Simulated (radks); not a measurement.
Results of a calculation; reference values are marked as such.
Problem. Successive ionisation energies (eV) of one element, from differences of total energies of ions in their ground configurations, starting at charge 0: 5.205, 10.137, 36.248, 47.235, 58.549, 73.868, 86.477. Level of theory: scalar-relativistic Kohn-Sham, PBE, spin-polarised, spherical densities, finite nucleus; open shells are filled with parallel spins first (spin-orbit coupling, left out, can overturn this in heavy ions); Fermi nuclear charge, rms radius 4.8378 fm (a radial shooting solver on a logarithmic mesh with Libxc functionals). Which element is it?

Solution. Barium (Z = 56). The first species listed is Ba in [Xe] 6s2, the last Ba6+ in [Kr] 4d10 5s2 5p2.
